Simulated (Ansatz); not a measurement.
Cost and result for the atomization energy of C2H9ClSSi2, SMILES `C[SiH2]S[SiH](C)Cl` (15 atoms, 14 bonds).

```xyz
15

C    -0.360    0.904   -2.538
Si    0.189   -0.529   -1.487
S    -1.339   -1.111   -0.088
Si   -0.750    0.005    1.618
C     0.808   -0.617    2.408
Cl   -0.468    2.000    1.148
H     0.412    1.153   -3.271
H    -0.549    1.781   -1.917
H    -1.278    0.655   -3.074
H     1.433   -0.202   -0.741
H     0.434   -1.735   -2.319
H    -1.902   -0.062    2.545
H     1.043   -0.022    3.293
H     1.649   -0.557    1.715
H     0.677   -1.660    2.707
```

Charge 0, multiplicity 1. Geometry: relaxed with PBE0-D4/def2-TZVP. It is one conformer, not always the lowest. Program: Ansatz. All runs use 2 threads of an AMD EPYC 7R13 on a shared host and a share of an NVIDIA H100 80 GB. Times are those of one run each, without the atoms' runs, and a repeat can differ threefold. Electronic energies, without spin–orbit coupling; frozen cores. CCSD(T)/CBS adds CCSD(T) − MP2 in def2-TZVPP to the MP2 limit, and its time is that of the two runs behind it. T1 = 0.010. B3LYP takes the VWN-RPA correlation (the form of Gaussian; ORCA's B3LYP/G).

CCSD(T)/CBS is a level of theory with its own doubt, some kJ/mol a heavy atom from the limit and from the frozen cores, so smaller differences don't rank the functionals.

```csv
level,functions,wall time,atomization (kJ/mol),difference from CCSD(T)/CBS,per bond
PBE-D4/def2-TZVPP (with forces),356,5.5 s,5310.0,22.3,1.6
r2SCAN-D4/def2-TZVPP (with forces),356,6.5 s,5301.6,13.9,1.0
PBE0-D4/def2-TZVPP,356,7.5 s,5280.4,-7.3,-0.5
B2PLYP/def2-TZVPP,356,7.5 s,5198.3,-89.4,-6.4
B3LYP-D4/def2-TZVPP (with forces),356,8 s,5263.9,-23.8,-1.7
ωB97X-V/def2-TZVPP,356,11 s,5312.2,24.5,1.7
ωB97M-V/def2-TZVPP (with forces),356,13 s,5306.5,18.8,1.3
MP2/def2-QZVPP,664,15 s,5277.0,-10.7,-0.8
CCSD(T)/def2-TZVPP,356,21 s,5147.7,-140.0,-10.0
CCSD(T)/CBS(def2),–,36 s,5287.7,0.0,0.0
```

From PBE to PBE0 (25 % exact exchange), in def2-TZVPP and without D4, the atomization energy moves by −23.4 kJ/mol: exact exchange takes away binding that semilocal exchange gives to molecules. The D4 term adds +74.9 kJ/mol with B3LYP and +40.1 kJ/mol with PBE0; it sums over pairs of atoms, weighted by their polarisabilities, and B3LYP, whose exchange is more repulsive, gets the larger term. In def2-TZVPP, CCSD(T) changes the Hartree–Fock value by +1137.7 kJ/mol (the triples alone add +65.7 kJ/mol) and MP2 by +1184.6 kJ/mol; breaking electron pairs costs correlation energy, which Hartree–Fock lacks.
